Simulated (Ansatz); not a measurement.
Consider the atomization: `CS[SiH](F)F` → C• + 2 F• + 4 H• + S• + Si•.

Computed with Ansatz on PBE0-D4/def2-TZVP structures; ΔE is electronic, products minus reactants. CCSD(T)/CBS adds triple-zeta CCSD(T) − MP2 to the extrapolated MP2 energy (def2 sets, frozen cores). This one scheme is used for every species, atoms too. For atomizations the MP2-based limit and the directly extrapolated one differ by several kJ/mol either way, and by 10 to 25 for some Ge, Se and Sn compounds, so smaller differences from it don't rank the levels. DFT in def2-TZVPP. B3LYP here is the variant with VWN-RPA as its local correlation; programs differ in this. Open shells (•) are unrestricted, without spin–orbit coupling. Spin–orbit coupling would lower the free atoms: a little for C, F, S, Si. Each species was taken in one conformer, which may not be the lowest.

```csv
level,ΔE (kcal/mol)
B97M-V,823.2
r2SCANh-D4,816.3
B3LYP,806.8
HF/def2-SVP,596.6
```

**Question.** What does CCSD(T)/CBS give? (An estimate is asked.)

**Answer.** Ansatz gave: +823.0 kcal/mol. The listed levels differ from it by 0.2, -6.7, -16.2, -226.4 kcal/mol.

**Question.** What do rigid-rotor, harmonic-oscillator terms from PBE0-D4/def2-TZVP frequencies (298.15 K, 1 bar) make of the CCSD(T)/CBS value? (An estimate is asked.)

**Answer.** The calculation gave: ΔZPE = -34.2 kcal/mol, ΔH = +797.2 kcal/mol, ΔS = 923 J/(mol·K), ΔG = +731.4 kcal/mol. Open shells count their whole term as degenerate. Modes under 50 cm⁻¹ make the entropy rough.

Largest T1 diagnostic among the species: 0.012.

Leaving LDA and LC-ωPBE aside and taking each functional with its dispersion term where it has one, the values, not all of them listed here, spread over 36.5 kcal/mol, from BHLYP-D4 to PBE-D4. LDA lies +108.5 kcal/mol from PBE without D4, its usual overbinding. In def2-TZVPP, CCSD(T) changes the Hartree–Fock value by +188.3 kcal/mol (the triples alone add +11.8 kcal/mol) and MP2 by +208.4 kcal/mol; breaking electron pairs costs correlation energy, which Hartree–Fock lacks.
